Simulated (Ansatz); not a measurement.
methanol (CH4O), singlet, at a GFN2-xTB geometry, atoms displaced at random by about 0.03 Å a coordinate; HF/def2-SVP, gradient (Ansatz, a first-principles code).

Ansatz was given this input:
Ansatz 0.2 input:
```yaml
crystal:
  periodic: [false, false, false]
  atoms:
    - {symbol: C, position_ang: [-0.02597580, 0.63926310, 0.01226411]}
    - {symbol: O, position_ang: [-0.05741119, -0.76364118, -0.00609176]}
    - {symbol: H, position_ang: [-1.10742629, 0.95088299, 0.01535091]}
    - {symbol: H, position_ang: [0.86228928, -1.10623365, -0.05415882]}
    - {symbol: H, position_ang: [0.42136054, 1.06346745, 0.94000522]}
    - {symbol: H, position_ang: [0.44299508, 1.06682440, -0.91143056]}
basis:
  gaussian:
    orbitals: def2-SVP
hamiltonian:
  xc: hf
output: {forces: true}
```

### Question
Predict the main parts of the log of this Ansatz run.

### Answer

```
Functional definition: HF
485 factors; integrals over basis functions are off by at most 1.5e-3 eV
mean field evaluation 1: about -3126.4712 eV, gradient 2.7e1 eV
mean field evaluation 2: about -3126.4732 eV, gradient 2.7e1 eV
mean field evaluation 4: about -3127.9549 eV, gradient 2.4e0 eV
mean field evaluation 8: about -3127.9706 eV, gradient 4.8e-5 eV
mean field -3127.97062857 eV, -114.9508003853 hartree, gradient 7.2e-5 eV, S^2 0.000000; 0 other end points of the search recorded, 0 dependent functions left out
the calculation of the forces begins
reference -3127.97062857 eV, -114.9508003853 hartree; 9, 9 occupied and 39, 39 virtual orbitals, 485 factors
Total energy: -3127.97062857 eV, -114.9508003853 hartree
Atom 0 at    -0.025976     0.639263     0.012264 Å, force    -1.367394     0.212814    -0.213178 eV/Å
Atom 1 at    -0.057411    -0.763641    -0.006092 Å, force     2.298376    -0.186007    -0.038030 eV/Å
Atom 2 at    -1.107426     0.950883     0.015351 Å, force     1.183646    -0.110552    -0.065743 eV/Å
Atom 3 at     0.862289    -1.106234    -0.054159 Å, force    -1.939760     0.676847     0.120875 eV/Å
Atom 4 at     0.421361     1.063467     0.940005 Å, force     0.019016    -0.322912    -0.712966 eV/Å
Atom 5 at     0.442995     1.066824    -0.911431 Å, force    -0.193884    -0.270189     0.909043 eV/Å
Dipole moment:     0.326016     0.203015    -0.011985 e Å
```
